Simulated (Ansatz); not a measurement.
`[CH2]1[CH2][AlH]1` and `[I][Al]1[CH2][CH2]1` differ in one atom or group.

Ansatz, PBE0-D4/def2-TZVP geometries, multiplicity 1. 

Elements past krypton have def2 core potentials.

| property | `[CH2]1[CH2][AlH]1` |
| --- | --- |
| LUMO energy (ωB97M-V/def2-TZVPP) / eV | 0.31 |
| HOMO–LUMO gap (PBE/def2-TZVPP) / eV | 2.72 |
| HOMO energy (PBE0/def2-TZVPP) / eV | -5.83 |
| ideal-gas entropy at 298 K and 1 bar (rigid rotor, harmonic PBE0-D4/def2-TZVP) / J/(mol·K) | 271 |
| LUMO energy (PBE0/def2-TZVPP) / eV | -1.26 |
| HOMO–LUMO gap (ωB97M-V/def2-TZVPP) / eV | 8.30 |

(1) Give the same properties after the change, and the shifts. (Estimate.)

## Answers

(1) The calculation gave: 
```
                                                                                  property  `[I][Al]1[CH2][CH2]1`  shift
                                                     LUMO energy (ωB97M-V/def2-TZVPP) / eV                   0.39   0.08
                                                       HOMO–LUMO gap (PBE/def2-TZVPP) / eV                   2.93   0.21
                                                        HOMO energy (PBE0/def2-TZVPP) / eV                  -6.09  -0.26
ideal-gas entropy at 298 K and 1 bar (rigid rotor, harmonic PBE0-D4/def2-TZVP) / J/(mol·K)                    328     57
                                                        LUMO energy (PBE0/def2-TZVPP) / eV                  -1.25   0.01
                                                   HOMO–LUMO gap (ωB97M-V/def2-TZVPP) / eV                   8.65   0.35
```

Spin–orbit coupling is left out; it splits and shifts lone-pair levels of the heavy atoms by tenths of an eV.
